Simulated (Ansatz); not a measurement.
Geometry optimisation, Ansatz 0.2.0, RKS BLYP-D4/def2-SVP.

Input:

```yaml
crystal:
  periodic: [false, false, false]
  atoms:
    - { symbol: C, position_ang: [-1.288, -1.1427, -0.0268] }
    - { symbol: Si, position_ang: [0.4278, -0.5485, 0.1932] }
    - { symbol: Br, position_ang: [1.5373, -1.3378, 1.9568] }
    - { symbol: B, position_ang: [0.4501, 1.4976, 0.4088] }
    - { symbol: C, position_ang: [1.0987, 0.7706, -0.8109] }
    - { symbol: H, position_ang: [-1.961, -0.6833, 0.7859] }
    - { symbol: H, position_ang: [-1.3528, -2.204, -0.028] }
    - { symbol: H, position_ang: [-1.6804, -0.7017, -1.0152] }
    - { symbol: H, position_ang: [0.0537, 2.4764, 1.0395] }
    - { symbol: H, position_ang: [0.5888, 0.9406, -1.7415] }
    - { symbol: H, position_ang: [2.1911, 0.8758, -0.7412] }
basis:
  gaussian: { orbitals: def2-SVP }
hamiltonian:
  xc: blyp
  dispersion: d4
relax:
  f_tol: 0.015
  max_steps: 40
```

Command:

```bash
$ ansatz run input.yaml --threads 2 --pin off --max-ram 3072MiB --backend cpu --events-out ev --progress --plain --runs-dir out
```

Question: Where does it end, and by what steps?

Answer: The forces met the threshold. After 22 steps the energy has fallen by 1.571 eV; H9 moved furthest, 1.30 Å. Parted: Si2–C5.

```tsv
step	energy less start (eV)	largest force component (eV/Å)	accepted
0	0.0000	2.082	yes
1	-0.7740	1.439	yes
2	-1.0231	0.788	yes
3	-1.1099	0.314	yes
4	-1.1229	1.028	yes
5	-1.1913	0.511	yes
6	-1.2458	0.674	yes
7	-1.3003	0.684	yes
8	-1.4034	1.123	yes
9	-1.4582	0.798	yes
10	-1.4937	0.530	yes
11	-1.5248	0.628	yes
12	-1.5454	0.246	yes
13	-1.5579	0.393	yes
14	-1.5655	0.094	yes
15	-1.5658	0.184	yes
16	-1.5677	0.247	yes
17	-1.5684	0.159	yes
18	-1.5706	0.077	yes
19	-1.5705	0.061	no
20	-1.5709	0.027	yes
21	-1.5707	0.031	no
22	-1.5709	0.012	yes
```

```xyz
11
Properties=species:S:1:pos:R:3
C -1.221 -1.233 -0.077
Si -0.089 -0.078 0.907
Br 0.710 -1.309 2.631
B 0.717 1.587 0.398
C 0.914 1.133 -0.990
H -2.023 -1.594 0.598
H -0.667 -2.121 -0.443
H -1.684 -0.706 -0.933
H 1.349 2.355 1.080
H 0.260 0.464 -1.574
H 1.800 1.446 -1.577
```

The run took 61 s on 2 threads of Arm Neoverse V2, on a shared host, peak memory 0.17 GiB.
